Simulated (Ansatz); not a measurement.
Reaction (isomerisation): `F[CH2][GeH3]` → `[CH3][GeH2][F]`

Isolated molecules relaxed with PBE0-D4/def2-TZVP in Ansatz; ΔE leaves out vibrations. CCSD(T)/CBS adds triple-zeta CCSD(T) − MP2 to the extrapolated MP2 energy (def2 sets, frozen cores). DFT in def2-TZVPP. HSE06 is defined as in plane-wave codes. For Ge outer-core shells are correlated without core-valence functions, which leaves a few kJ/mol of doubt a bond. Scalar relativity is left out up to krypton.

`F[CH2][GeH3]`:

Cartesian coordinates in Å:
```
F -0.004 1.131 -1.608
C 0.484 0.045 -0.897
Ge -0.420 -0.091 0.853
H 1.562 0.177 -0.766
H 0.315 -0.858 -1.491
H -1.929 -0.278 0.641
H 0.153 -1.309 1.599
H -0.161 1.183 1.668
```

`[CH3][GeH2][F]`:

```xyz
8

C     0.291   -0.154   -0.991
Ge   -0.209    0.036    0.870
F    -0.977    1.599    1.018
H     0.783   -1.115   -1.154
H     0.977    0.645   -1.275
H    -0.596   -0.101   -1.622
H     0.994    0.076    1.827
H    -1.264   -0.985    1.328
```

| level | ΔE (kJ/mol) |
| --- | --- |
| r2SCAN-D4 | -175.8 |
| B2PLYP | -178.8 |
| r2SCAN0 | -177.8 |
| HSE06 | -170.4 |

Problem. What does CCSD(T)/CBS give? (An estimate is asked.)

Solution. The calculation gave: -179.1 kJ/mol. The listed levels differ from it by 3.3, 0.3, 1.3, 8.7 kJ/mol.

Largest T1 diagnostic among the species: 0.011.

Leaving LDA and LC-ωPBE aside and taking each functional with its dispersion term where it has one, the values, not all of them listed here, spread over 15.0 kJ/mol, from PBE-QIDH to PBE-D4. LDA lies +6.1 kJ/mol from PBE without D4. From BLYP to BHLYP (50 % exact exchange), in def2-TZVPP and without D4, ΔE moves by −9.6 kJ/mol.
